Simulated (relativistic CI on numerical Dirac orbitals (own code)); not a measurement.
**One change at a time: Sm32+**

Base calculation: Dirac-Coulomb-Breit CI, separate exchange-only KLI orbitals for each configuration, model QED (radiative potential, 1s self-energy scaled to tabulated hydrogen-like ionisation energies), unscaled Slater integrals.

Configurations in the expansion (outside the closed core [Ar] 3d10): 4s2, 4s 4p, 4p2, 4s 4d, 4d2, 4s 4f, 4p 4d, 4f2, 4p 4f, 4d 4f, 4s 5s, 4s 5p, 4s 5d, 4s 5f, 4s 5g, 4s 6s. Levels of other configurations are missing.

Variants: (1) QED terms removed. Shifts of the energy above 4s2 1S_0, in cm⁻¹, for the lowest level and the first level of each name with at least 55 % of one term (blank where a level changes its place among those of its configuration and J or its character, or is not in the variant):

```tsv
Level	Base	Δ(1)
4s2 1S_0	0	0
4s 4p 3P°_0	491340	+4960
4s 4p 3P°_1	529347	+4950
4s 4p 3P°_2	802452	+4513
4s 4p 1P°_1	920345	+4569
4p2 3P_0	1138362	+10023
4p2 3P_1	1412234	+9618
4p2 1D_2	1419081	+9400
4p2 3P_2	1705821	+8430
4s 4d 3D_1	1752220	+5246
4s 4d 3D_2	1773932	+5436
4p2 1S_0	1803351	+9144
4s 4d 3D_3	1815833	+5069
4s 4d 1D_2	1915338	+5860
4p 4d 3F°_2	2270803	+10321
4p 4d 3D°_1	2378041	+10325
4p 4d 3F°_3	2384049	+10073
4p 4d 3F°_4	2634894	+9480
4p 4d 3P°_0	2649308	+9897
4p 4d 3P°_1	2656116	+9891
4p 4d 1P°_1	2792813	+9710
4s 4f 3F°_2	2818518	+5199
```

At this charge energies of transitions that change n are usually good to better than 1 %, and those within a shell (Δn = 0) to a few per cent.

Ionisation energy from the two ground configurations alone: base 1332.3 eV; QED terms removed 1332.92 eV. The NIST ASD value (theoretical) is 1332 eV.

LS names give the leading component of a level, which can be under half, so a name can repeat, a term be missing and a line seem to break the LS rules.
